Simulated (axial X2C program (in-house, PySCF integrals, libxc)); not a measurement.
**Levels of CaIn by electron attachment to CaIn⁺ (EOM-EA-CCSD)**

Calculated with an axial X2C code built on PySCF integrals: two-component X2C with atomic mean-field Coulomb and Gaunt terms, Gaussian nuclei, basis In dyall-acv3z, Ca dyall-acv3z with contracted cores.

R = 3.280 Å (near the PBE0 minimum at charge 0 of the determinant lowest at the starting distance; the state shown can have its own minimum elsewhere).

Hartree–Fock spinors of CaIn⁺ (one of each Kramers pair; a window near the gap, which can cut inner shells):

| ω | occupied | ε (eV) | character |
| --- | --- | --- | --- |
| 1/2 | yes | -32.54 | 100% In d |
| 5/2 | yes | -31.76 | 100% In d |
| 3/2 | yes | -31.64 | 100% In d |
| 1/2 | yes | -31.60 | 100% In d |
| 1/2 | yes | -15.61 | 69% In s, 10% Ca p, 8% Ca d |
| 1/2 | yes | -9.74 | 45% In p, 40% Ca s, 7% In s |
| 1/2 | no | -4.07 | 33% In p, 33% Ca p, 21% Ca s |
| 1/2 | no | -3.81 | 48% In p, 33% Ca p, 8% Ca d |
| 3/2 | no | -3.78 | 54% In p, 32% Ca p, 9% Ca d |
| 1/2 | no | -2.49 | 47% Ca p, 28% Ca d, 13% In p |
| 3/2 | no | -2.46 | 44% Ca p, 30% Ca d, 13% In p |
| 1/2 | no | -2.18 | 39% Ca d, 35% Ca p, 13% In s |

Levels of CaIn obtained by attaching an electron to CaIn⁺:

```json
{"Ω": "1/2", "binding energy (eV)": "4.749", "above lowest (cm⁻¹)": "0", "attached spinor": "59% In pπ, 19% Ca pπ, 11% Ca dπ", "one-particle weight": "0.90"}
{"Ω": "3/2", "binding energy (eV)": "4.628", "above lowest (cm⁻¹)": "974", "attached spinor": "60% In pπ, 23% Ca pπ, 12% Ca dπ", "one-particle weight": "0.90"}
{"Ω": "1/2", "binding energy (eV)": "4.371", "above lowest (cm⁻¹)": "3046", "attached spinor": "34% Ca pσ, 26% In pσ, 23% Ca sσ", "one-particle weight": "0.93"}
{"Ω": "1/2", "binding energy (eV)": "3.204", "above lowest (cm⁻¹)": "12457", "attached spinor": "61% Ca pπ, 20% Ca dπ, 10% In dπ", "one-particle weight": "0.83"}
{"Ω": "3/2", "binding energy (eV)": "3.181", "above lowest (cm⁻¹)": "12644", "attached spinor": "59% Ca pπ, 22% Ca dπ, 10% In dπ", "one-particle weight": "0.81"}
```

Task: What is the splitting of the first π pair in the table, and is it regular or inverted?

Result: E(3/2) − E(1/2) = 974 − 0 = 974 cm⁻¹ at EOM-EA-CCSD: regular, Ω = 1/2 lower. Splittings at this level can be off by ten to twenty per cent.

This point took 8.1 s on 1 thread of Intel(R) Xeon(R) Platinum 8175M CPU @ 2.50GHz (Skylake/Cascade Lake), on a shared host.

Reference electrons by ω block (each with its −ω partner): 1/2: 23, 3/2: 9, 5/2: 2. 4 electrons of CaIn⁺ correlated (inner shells frozen), 92 natural virtual spinors (a truncated set); levels can be off by some tenths of an eV. Roots sought by Ω: (1/2: 5, 3/2: 4, 5/2: 2, 7/2: 1); rows need 60 % one-particle weight and stop where some Ω has no more roots. Missing are any skipped roots, higher Ω and states of a further excitation; these come out far too high here and may in truth be low or lowest. T1 of the reference 0.016 (Lee–Taylor). The reference was not checked to be the lowest state of its species. Number of frozen shells: In 4 s, 3 p, 2 d; Ca 3 s, 2 p. Large amplitudes in the reference (orbital relaxation or multireference character) lower the reliability.
